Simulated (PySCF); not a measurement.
Q: What does the PBE0-D3(BJ)/def2-SVP structure of `C[SiH]([SiH3])[SiH3]` look like in three dimensions?

A: 
```xyz
14
CH10Si3 angstrom
C      0.090    1.825   -0.865
Si    -0.081    0.386    0.351
Si    -1.902   -0.979   -0.219
Si     1.858   -0.937    0.352
H     -0.821    2.442   -0.874
H      0.940    2.468   -0.591
H      0.259    1.446   -1.884
H     -0.298    0.903    1.742
H     -3.182   -0.203   -0.217
H     -1.699   -1.544   -1.591
H     -2.030   -2.116    0.745
H      1.719   -2.069    1.321
H      3.065   -0.133    0.724
H      2.079   -1.510   -1.014
```

Any rigid rotation of these coordinates is as good. Atoms count from 1 in this order. Si2 (SiH silicon) is tetrahedral (angles from 108.2° to 110.9°). Si3 (SiH3 silicon) is tetrahedral (angles from 108.2° to 111.2°).

Bonds between heavy atoms (Å): C1–Si2 1.891, Si2–Si3 2.346, Si2–Si4 2.347.

Computed, not measured: PySCF, PBE0-D3(BJ)/def2-SVP geometry optimisation, gas phase.

Point group: Cs (tolerance 0.08 Å). Stationary, but not proved a minimum.

On one thread, Arm Neoverse V1 (aarch64), shared host, this took 37 s and 0.51 GiB of memory at its peak. This is the geometry optimisation.
